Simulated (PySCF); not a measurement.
## Electron correlation in Kr³⁺ (krypton, charge +3)

[Ar] 3d10 4s2 4p3, high-spin 4S determinant. Computed with PySCF 2.14 in cc-pVDZ-PP with ECP10MDF (4s3p2d, 23 functions), with scalar relativity through the core potential. Frozen: 3s2 3p6 3d10; 5 electrons correlated.

MP2 pair energies summed by pair of shells (mhartree):

```
 pair  energy  share (%)
4s-4p  -39.27       67.3
4p-4p  -14.07       24.1
4s-4s   -5.04        8.6
```

Total MP2 correlation energy: -58.37 mhartree.

Same-spin part -15.02 and opposite-spin part -43.35 mhartree; SCS-MP2 scales them by 1/3 and 6/5 to -57.03 mhartree.

| level | correlation energy (mhartree) |
| --- | --- |
| CCSD | -72.85 |
| (T) | -0.49 |
| CCSD(T) | -73.34 |

Diagnostics: T1 = 0.00083, D1 = 0.0015, largest double amplitude 0.056.

Cost of the coupled-cluster step: 0.09 s of wall time on 1 thread of Neoverse-V1 (shared host), for 5 correlated electrons.

Iterations:

```
CC2 = 0
CCSD nocc = (np.int64(4), np.int64(1)), nmo = (14, 14)
frozen orbitals [[0, 1, 2, 3, 4, 5, 6, 7, 8], [0, 1, 2, 3, 4, 5, 6, 7, 8]]
max_cycle = 100
direct = 0
conv_tol = 1e-08
conv_tol_normt = 1e-06
diis_space = 8
diis_start_cycle = 0
Init t2, MP2 energy = -0.0583704476650411
Init E_corr(UCCSD) = -0.0583704476807103
cycle = 1  E_corr(UCCSD) = -0.0698126256928665  dE = -0.011442178  norm(t1,t2) = 0.0310999
cycle = 2  E_corr(UCCSD) = -0.0721203173133887  dE = -0.00230769162  norm(t1,t2) = 0.0077674
cycle = 3  E_corr(UCCSD) = -0.0728615768177522  dE = -0.000741259504  norm(t1,t2) = 0.00234605
cycle = 4  E_corr(UCCSD) = -0.0728496032179563  dE = 1.19735998e-05  norm(t1,t2) = 0.000201644
cycle = 5  E_corr(UCCSD) = -0.0728498051065856  dE = -2.01888629e-07  norm(t1,t2) = 1.33631e-05
cycle = 6  E_corr(UCCSD) = -0.0728496797569664  dE = 1.25349619e-07  norm(t1,t2) = 2.16489e-06
cycle = 7  E_corr(UCCSD) = -0.072849745389073  dE = -6.56321066e-08  norm(t1,t2) = 1.94226e-07
cycle = 8  E_corr(UCCSD) = -0.0728497359529523  dE = 9.43612072e-09  norm(t1,t2) = 4.08595e-08
UCCSD converged
E(UCCSD) = -459.6556034738987  E_corr = -0.07284973595295231
UCCSD(T) correction = -0.000494218783448118
```
